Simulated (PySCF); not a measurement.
**Stretching PrF**

Set-up: basis Pr x2c-TZVPall, F x2c-TZVPall; spin-free X2C with a Gaussian nucleus; PySCF 2.14. Energies in eV from Pr (4f3 6s2) + F in their ground configurations at the same level. State: quintet, about 2.9 electrons in the 4f shell (Mulliken), real f orbitals that mix terms.

All columns are PBE0. A positive dipole means Pr(−)F(+).

| R (Å) | E (eV) | μ (D) | Mulliken charge on Pr (basis-dependent) | HOMO (eV) | LUMO (eV) | Mayer bond order | ⟨S²⟩ |
| --- | --- | --- | --- | --- | --- | --- | --- |
| 1.787 | -5.183 | -0.88 | 0.29 | -3.00 | -1.34 | 1.10 | 6.00 |
| 1.870 | -5.722 | -1.36 | 0.36 | -3.08 | -1.39 | 1.01 | 6.00 |
| 1.953 | -6.023 | -1.91 | 0.43 | -3.37 | -1.39 | 0.92 | 6.00 |
| 2.016 | -6.138 | -2.33 | 0.47 | -3.51 | -1.44 | 0.87 | 6.00 |
| 2.078 | -6.169 | -2.74 | 0.51 | -3.62 | -1.50 | 0.83 | 6.00 |
| 2.140 | -6.137 | -3.15 | 0.54 | -3.72 | -1.56 | 0.79 | 6.00 |
| 2.224 | -6.021 | -3.68 | 0.58 | -3.81 | -1.64 | 0.74 | 6.00 |
| 2.327 | -5.800 | -4.33 | 0.61 | -3.92 | -1.74 | 0.70 | 6.00 |
| 2.452 | -5.471 | -5.10 | 0.64 | -4.04 | -1.86 | 0.66 | 6.00 |
| 2.618 | -4.989 | -6.09 | 0.67 | -4.20 | -2.02 | 0.62 | 6.00 |

Spin–orbit coupling is left out, which matters for elements this heavy, above all for dissociation energies. The state is the lowest single determinant that the PBE0 search found; with open d or f shells the true ground state can be another one.
